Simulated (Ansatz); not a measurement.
Ansatz (a program for electronic structure) input file for C2H8OSi3, SMILES O[Si@H]1C=C[Si@@H]1[SiH3], B3LYP-D3(BJ)/def2-SVP. 

Ansatz 0.2 input:
```yaml
crystal:
  periodic: [false, false, false]
  atoms:
    - {symbol: O, position_ang: [1.20398583, 2.46337373, -1.04629778]}
    - {symbol: Si, position_ang: [0.45282258, 1.01311959, -1.12345495]}
    - {symbol: C, position_ang: [1.57696797, -0.52297634, -1.11082382]}
    - {symbol: C, position_ang: [1.24983996, -1.19113911, 0.00185644]}
    - {symbol: Si, position_ang: [-0.12845290, -0.15926104, 0.83069765]}
    - {symbol: Si, position_ang: [-2.09944109, -1.28774483, 1.23490577]}
    - {symbol: H, position_ang: [1.89813620, 2.63983151, -0.41818965]}
    - {symbol: H, position_ang: [-0.32982917, 1.24607643, -2.33211213]}
    - {symbol: H, position_ang: [2.32985672, -0.85501862, -1.81483037]}
    - {symbol: H, position_ang: [1.70633826, -2.12611845, 0.29965350]}
    - {symbol: H, position_ang: [0.40935725, 0.38328465, 2.10811030]}
    - {symbol: H, position_ang: [-3.13541573, -0.36659478, 1.71195350]}
    - {symbol: H, position_ang: [-2.62751620, -1.93045432, 0.02894515]}
    - {symbol: H, position_ang: [-1.99266158, -2.33889586, 2.25057744]}
basis:
  gaussian:
    orbitals: def2-SVP
hamiltonian:
  xc: b3lyp
  dispersion: d3bj
relax: {f_tol: 0.002, max_steps: 200}
```

Program output:

```
WARN ansatz: RAYON_NUM_THREADS=2 ignored (pool sized by the plan → 2); use --threads N
Functional definition: B3LYP
integrals: 0.11 GiB planned
1427 factors; integrals over basis functions are off by at most 3.4e-4 eV
mean field: 0.89 GiB planned
mean field evaluation 1: about -27865.5475 eV, gradient 6.5e1 eV
mean field evaluation 2: about -27850.7321 eV, gradient 1.0e2 eV
mean field evaluation 4: about -27874.8853 eV, gradient 6.1e0 eV
mean field evaluation 8: about -27874.9822 eV, gradient 4.2e-1 eV
mean field evaluation 16: about -27874.9827 eV, gradient 3.4e-5 eV
mean field -27874.98266178 eV, -1024.3867184787 hartree, gradient 3.4e-5 eV, S^2 0.000000; 0 other end points of the search recorded, 0 dependent functions left out
the calculation of the forces begins
reference -27874.98297334 eV, -1024.3867299283 hartree; 35, 35 occupied and 101, 101 virtual orbitals, 1427 factors
relax step   1: F+E_penalty+E_count = -27875.69848360 eV  Δ(F+E_penalty+E_count) = +0.000e0 eV  max|allowed force component| = 1.075e0 eV/Å  Δτ_max = 0.0000 Å  (28 SCF iters, accepted)
these checks for a lower state are left out or cut short: starts, cluster_reference, orbital_swaps, neighbouring_geometries, increment
integrals: 0.11 GiB planned
1427 factors; integrals over basis functions are off by at most 3.8e-4 eV
mean field: 0.89 GiB planned
[...]
the calculation of the forces begins
reference -27875.17053602 eV, -1024.3936227296 hartree; 35, 35 occupied and 101, 101 virtual orbitals, 1427 factors
relax step   7: F+E_penalty+E_count = -27875.88165454 eV  Δ(F+E_penalty+E_count) = -1.913e-3 eV  max|allowed force component| = 2.993e-2 eV/Å  Δτ_max = 0.0253 Å  (27 SCF iters, accepted)
these checks for a lower state are left out or cut short: starts, cluster_reference, orbital_swaps, neighbouring_geometries, increment
integrals: 0.11 GiB planned
1427 factors; integrals over basis functions are off by at most 3.8e-4 eV
mean field: 0.89 GiB planned
mean field -27875.16969291 eV, -1024.3935917457 hartree, gradient 6.1e-5 eV, S^2 0.000000; 0 other end points of the search recorded, 0 dependent functions left out
the calculation of the forces begins
reference -27875.17000510 eV, -1024.3936032187 hartree; 35, 35 occupied and 101, 101 virtual orbitals, 1427 factors
relax step   8: F+E_penalty+E_count = -27875.88277848 eV  Δ(F+E_penalty+E_count) = -1.124e-3 eV  max|allowed force component| = 3.786e-2 eV/Å  Δτ_max = 0.0475 Å  (26 SCF iters, accepted)
these checks for a lower state are left out or cut short: starts, cluster_reference, orbital_swaps, neighbouring_geometries, increment
integrals: 0.11 GiB planned
1427 factors; integrals over basis functions are off by at most 3.9e-4 eV
mean field: 0.89 GiB planned
mean field -27875.16999598 eV, -1024.3936028833 hartree, gradient 6.1e-5 eV, S^2 0.000000; 0 other end points of the search recorded, 0 dependent functions left out
the calculation of the forces begins
reference -27875.17030810 eV, -1024.3936143537 hartree; 35, 35 occupied and 101, 101 virtual orbitals, 1427 factors
relax step   9: F+E_penalty+E_count = -27875.88267531 eV  Δ(F+E_penalty+E_count) = +1.032e-4 eV  max|allowed force component| = 4.374e-2 eV/Å  Δτ_max = 0.0194 Å  (27 SCF iters, rejected (line search))
these checks for a lower state are left out or cut short: starts, cluster_reference, orbital_swaps, neighbouring_geometries, increment
integrals: 0.11 GiB planned
1427 factors; integrals over basis functions are off by at most 3.9e-4 eV
mean field: 0.89 GiB planned
mean field evaluation 64: about -27875.1700 eV, gradient 5.1e-4 eV
mean field -27875.16998042 eV, -1024.3936023115 hartree, gradient 1.9e-5 eV, S^2 0.000000; 0 other end points of the search recorded, 0 dependent functions left out
the calculation of the forces begins
reference -27875.17029262 eV, -1024.3936137847 hartree; 35, 35 occupied and 101, 101 virtual orbitals, 1427 factors
relax step  10: F+E_penalty+E_count = -27875.88293779 eV  Δ(F+E_penalty+E_count) = -1.593e-4 eV  max|allowed force component| = 1.078e-2 eV/Å  Δτ_max = 0.0095 Å  (23 SCF iters, accepted)
these checks for a lower state are left out or cut short: starts, cluster_reference, orbital_swaps, neighbouring_geometries, increment
integrals: 0.11 GiB planned
1427 factors; integrals over basis functions are off by at most 3.9e-4 eV
mean field: 0.89 GiB planned
mean field -27875.16973443 eV, -1024.3935932717 hartree, gradient 1.2e-5 eV, S^2 0.000000; 0 other end points of the search recorded, 0 dependent functions left out
the calculation of the forces begins
reference -27875.17004646 eV, -1024.3936047385 hartree; 35, 35 occupied and 101, 101 virtual orbitals, 1427 factors
relax step  11: F+E_penalty+E_count = -27875.88307330 eV  Δ(F+E_penalty+E_count) = -1.355e-4 eV  max|allowed force component| = 4.605e-3 eV/Å  Δτ_max = 0.0143 Å  (25 SCF iters, accepted)
these checks for a lower state are left out or cut short: starts, cluster_reference, orbital_swaps, neighbouring_geometries, increment
integrals: 0.11 GiB planned
1427 factors; integrals over basis functions are off by at most 4.0e-4 eV
mean field: 0.89 GiB planned
mean field -27875.16933384 eV, -1024.3935785504 hartree, gradient 1.2e-5 eV, S^2 0.000000; 0 other end points of the search recorded, 0 dependent functions left out
the calculation of the forces begins
reference -27875.16964570 eV, -1024.3935900108 hartree; 35, 35 occupied and 101, 101 virtual orbitals, 1427 factors
relax step  12: F+E_penalty+E_count = -27875.88310903 eV  Δ(F+E_penalty+E_count) = -3.573e-5 eV  max|allowed force component| = 9.415e-3 eV/Å  Δτ_max = 0.0169 Å  (25 SCF iters, accepted)
these checks for a lower state are left out or cut short: starts, cluster_reference, orbital_swaps, neighbouring_geometries, increment
integrals: 0.11 GiB planned
1427 factors; integrals over basis functions are off by at most 4.0e-4 eV
mean field: 0.89 GiB planned
mean field -27875.16934011 eV, -1024.3935787806 hartree, gradient 6.9e-5 eV, S^2 0.000000; 0 other end points of the search recorded, 0 dependent functions left out
the calculation of the forces begins
reference -27875.16965192 eV, -1024.3935902393 hartree; 35, 35 occupied and 101, 101 virtual orbitals, 1427 factors
relax step  13: F+E_penalty+E_count = -27875.88311846 eV  Δ(F+E_penalty+E_count) = -9.435e-6 eV  max|allowed force component| = 4.216e-3 eV/Å  Δτ_max = 0.0044 Å  (20 SCF iters, accepted)
these checks for a lower state are left out or cut short: starts, cluster_reference, orbital_swaps, neighbouring_geometries, increment
integrals: 0.11 GiB planned
1427 factors; integrals over basis functions are off by at most 4.0e-4 eV
mean field: 0.89 GiB planned
mean field -27875.16934203 eV, -1024.3935788511 hartree, gradient 7.0e-5 eV, S^2 0.000000; 0 other end points of the search recorded, 0 dependent functions left out
the calculation of the forces begins
reference -27875.16965380 eV, -1024.3935903084 hartree; 35, 35 occupied and 101, 101 virtual orbitals, 1427 factors
relax step  14: F+E_penalty+E_count = -27875.88313224 eV  Δ(F+E_penalty+E_count) = -1.377e-5 eV  max|allowed force component| = 2.100e-3 eV/Å  Δτ_max = 0.0049 Å  (20 SCF iters, accepted)
these checks for a lower state are left out or cut short: starts, cluster_reference, orbital_swaps, neighbouring_geometries, increment
integrals: 0.11 GiB planned
1427 factors; integrals over basis functions are off by at most 4.0e-4 eV
mean field: 0.89 GiB planned
mean field -27875.16934673 eV, -1024.3935790238 hartree, gradient 5.5e-5 eV, S^2 0.000000; 0 other end points of the search recorded, 0 dependent functions left out
the calculation of the forces begins
reference -27875.16965846 eV, -1024.3935904797 hartree; 35, 35 occupied and 101, 101 virtual orbitals, 1427 factors
relax step  15: F+E_penalty+E_count = -27875.88313813 eV  Δ(F+E_penalty+E_count) = -5.900e-6 eV  max|allowed force component| = 4.210e-3 eV/Å  Δτ_max = 0.0049 Å  (21 SCF iters, accepted)
these checks for a lower state are left out or cut short: starts, cluster_reference, orbital_swaps, neighbouring_geometries, increment
integrals: 0.11 GiB planned
1427 factors; integrals over basis functions are off by at most 4.0e-4 eV
mean field: 0.89 GiB planned
mean field -27875.16935072 eV, -1024.3935791706 hartree, gradient 8.2e-5 eV, S^2 0.000000; 0 other end points of the search recorded, 0 dependent functions left out
the calculation of the forces begins
reference -27875.16966241 eV, -1024.3935906249 hartree; 35, 35 occupied and 101, 101 virtual orbitals, 1427 factors
relax step  16: F+E_penalty+E_count = -27875.88314185 eV  Δ(F+E_penalty+E_count) = -3.712e-6 eV  max|allowed force component| = 4.523e-3 eV/Å  Δτ_max = 0.0059 Å  (20 SCF iters, accepted)
these checks for a lower state are left out or cut short: starts, cluster_reference, orbital_swaps, neighbouring_geometries, increment
integrals: 0.11 GiB planned
1427 factors; integrals over basis functions are off by at most 4.1e-4 eV
mean field: 0.89 GiB planned
mean field evaluation 96: about -27875.1617 eV, gradient 1.1e-1 eV
mean field -27875.16934214 eV, -1024.3935788554 hartree, gradient 4.2e-5 eV, S^2 0.000000; 0 other end points of the search recorded, 0 dependent functions left out
the calculation of the forces begins
reference -27875.16965379 eV, -1024.3935903083 hartree; 35, 35 occupied and 101, 101 virtual orbitals, 1427 factors
relax step  17: F+E_penalty+E_count = -27875.88314285 eV  Δ(F+E_penalty+E_count) = -1.001e-6 eV  max|allowed force component| = 3.189e-3 eV/Å  Δτ_max = 0.0040 Å  (20 SCF iters, accepted)
these checks for a lower state are left out or cut short: starts, cluster_reference, orbital_swaps, neighbouring_geometries, increment
integrals: 0.11 GiB planned
1427 factors; integrals over basis functions are off by at most 4.1e-4 eV
mean field: 0.89 GiB planned
mean field -27875.16936414 eV, -1024.3935796637 hartree, gradient 1.4e-5 eV, S^2 0.000000; 0 other end points of the search recorded, 0 dependent functions left out
the calculation of the forces begins
reference -27875.16967580 eV, -1024.3935911171 hartree; 35, 35 occupied and 101, 101 virtual orbitals, 1427 factors
relax step  18: F+E_penalty+E_count = -27875.88314417 eV  Δ(F+E_penalty+E_count) = -1.320e-6 eV  max|allowed force component| = 1.570e-3 eV/Å  Δτ_max = 0.0009 Å  (19 SCF iters, accepted)
integrals: 0.11 GiB planned
1427 factors; integrals over basis functions are off by at most 4.1e-4 eV
mean field: 0.89 GiB planned
mean field -27875.16936414 eV, -1024.3935796637 hartree, gradient 1.4e-5 eV, S^2 0.000000; 1 other end points of the search recorded, 0 dependent functions left out
the calculation of the forces begins
reference -27875.16967580 eV, -1024.3935911171 hartree; 35, 35 occupied and 101, 101 virtual orbitals, 1427 factors
Total energy: -27875.88345583 eV, -1024.4198220494 hartree
Atom 0 at     1.171657     2.509060    -1.112427 Å, force     0.000993     0.001570     0.000041 eV/Å
Atom 1 at     0.483935     0.984493    -1.087571 Å, force    -0.001130    -0.001080    -0.000278 eV/Å
Atom 2 at     1.618304    -0.527731    -1.109009 Å, force     0.000029    -0.000681     0.000356 eV/Å
Atom 3 at     1.287398    -1.212533     0.017063 Å, force     0.000581     0.000198     0.000364 eV/Å
Atom 4 at    -0.038113    -0.170894     0.905904 Å, force     0.000238     0.000448    -0.000495 eV/Å
Atom 5 at    -2.109065    -1.242161     1.200381 Å, force    -0.000470    -0.000263     0.000319 eV/Å
Atom 6 at     1.817135     2.703071    -0.422244 Å, force    -0.000522    -0.000245    -0.000058 eV/Å
Atom 7 at    -0.511068     1.034844    -2.192333 Å, force     0.000058     0.000064    -0.000047 eV/Å
Atom 8 at     2.361112    -0.888721    -1.833916 Å, force    -0.000030     0.000292     0.000085 eV/Å
Atom 9 at     1.721486    -2.188269     0.275649 Å, force    -0.000142    -0.000346    -0.000259 eV/Å
Atom 10 at     0.425285     0.399872     2.211004 Å, force     0.000088    -0.000160     0.000161 eV/Å
Atom 11 at    -3.125288    -0.278530     1.720859 Å, force     0.000381    -0.000220    -0.000165 eV/Å
Atom 12 at    -2.582715    -1.772034    -0.113124 Å, force     0.000042     0.000129     0.000259 eV/Å
Atom 13 at    -2.006074    -2.382985     2.160755 Å, force    -0.000115     0.000294    -0.000284 eV/Å
Dipole moment:     0.265492    -0.072783     0.154090 e Å
```

The run converged.

Cost: very roughly 2.2 core-minutes.
